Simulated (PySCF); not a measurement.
Species: C₇H₁₅P.
SMILES with atom numbers: `[CH3:1][CH2:2][P:3]1[CH2:4][CH2:5][CH2:6][CH2:7][CH2:8]1` (hydrogens: H9, H10, H11 on C1; H12, H13 on C2; H14, H15 on C4; H16, H17 on C5; H18, H19 on C6; H20, H21 on C7; H22, H23 on C8)

The same species was optimised twice, with GFN2-xTB and with PBE0-D3(BJ)/def2-SVP (PySCF), and the same property calculations (PySCF, gas phase) were run on both structures.

| coordinate | GFN2-xTB | PBE0-D3(BJ)/def2-SVP | change |
| --- | --- | --- | --- |
| C2–P3 (Å) | 1.865 | 1.858 | -0.007 |
| C4–C5 (Å) | 1.525 | 1.528 | +0.003 |
| C7–C8 (Å) | 1.525 | 1.528 | +0.003 |
| P3–C4 (Å) | 1.861 | 1.860 | -0.001 |
| P3–C8 (Å) | 1.861 | 1.862 | +0.001 |
| C1–C2 (Å) | 1.523 | 1.522 | -0.001 |
| C5–C6 (Å) | 1.526 | 1.527 | +0.001 |
| C6–C7 (Å) | 1.526 | 1.527 | +0.001 |
| C2–P3–C4 (°) | 98.1 | 100.2 | +2.1 |
| C4–P3–C8 (°) | 94.9 | 96.3 | +1.4 |
| C5–C6–C7 (°) | 112.3 | 113.6 | +1.3 |
| C2–P3–C8 (°) | 99.4 | 100.6 | +1.2 |
| C1–C2–P3 (°) | 111.7 | 112.9 | +1.2 |
| C4–C5–C6 (°) | 111.9 | 113.0 | +1.1 |
| P3–C8–C7 (°) | 109.7 | 110.7 | +1.0 |
| C6–C7–C8 (°) | 112.0 | 113.0 | +1.0 |
| C1–C2–P3–C4 (°) | 174 | 173 | -1 |

Rotational constants: A = 3299, B = 1112, C = 926.8 MHz (GFN2-xTB) against A = 3260, B = 1102, C = 912.6 MHz (PBE0-D3(BJ)/def2-SVP). Point groups within 0.08 Å: C1 and C1.

On the GFN2-xTB structure: HOMO (eV) -6.46 [PBE0/pcSseg-1]; LUMO (eV) 1.11 [PBE0/pcSseg-1]; dipole (D) 1.24 [PBE0/pcSseg-1]; GIAO shielding of C1 (ppm) 174.8 [PBE0/pcSseg-1]; GIAO shielding of C2 (ppm) 155.0 [PBE0/pcSseg-1]; GIAO shielding of P3 (ppm) 379.3 [PBE0/pcSseg-1]; GIAO shielding of C4/C8 (mean) (ppm) 153.6 [PBE0/pcSseg-1]; GIAO shielding of C5/C7 (mean) (ppm) 158.3 [PBE0/pcSseg-1]; GIAO shielding of C6 (ppm) 154.2 [PBE0/pcSseg-1].

What do these properties become on the PBE0-D3(BJ)/def2-SVP structure?

| property | level | on GFN2-xTB | on PBE0-D3(BJ)/def2-SVP | change |
| --- | --- | --- | --- | --- |
| HOMO (eV) | PBE0/pcSseg-1 | -6.46 | -6.30 | +0.16 |
| LUMO (eV) | PBE0/pcSseg-1 | 1.11 | 1.14 | +0.03 |
| dipole (D) | PBE0/pcSseg-1 | 1.24 | 1.29 | +0.05 |
| energy, GFN2-xTB geometry as zero (kcal/mol) | PBE0/pcSseg-1 | 0.0 | -0.9 | -0.9 |
| GIAO shielding of C1 (ppm) | PBE0/pcSseg-1 | 174.8 | 173.2 | -1.6 |
| GIAO shielding of C2 (ppm) | PBE0/pcSseg-1 | 155.0 | 155.3 | +0.3 |
| GIAO shielding of P3 (ppm) | PBE0/pcSseg-1 | 379.3 | 373.4 | -5.9 |
| GIAO shielding of C4/C8 (mean) (ppm) | PBE0/pcSseg-1 | 153.6 | 154.0 | +0.4 |
| GIAO shielding of C5/C7 (mean) (ppm) | PBE0/pcSseg-1 | 158.3 | 157.8 | -0.5 |
| GIAO shielding of C6 (ppm) | PBE0/pcSseg-1 | 154.2 | 154.0 | -0.2 |

The heavy atoms differ by 0.024 Å rms after alignment. Among bonds between heavy atoms C2–P3 changes most (-0.007 Å). Changes are differences of the printed values. Neither structure is proved a minimum here.
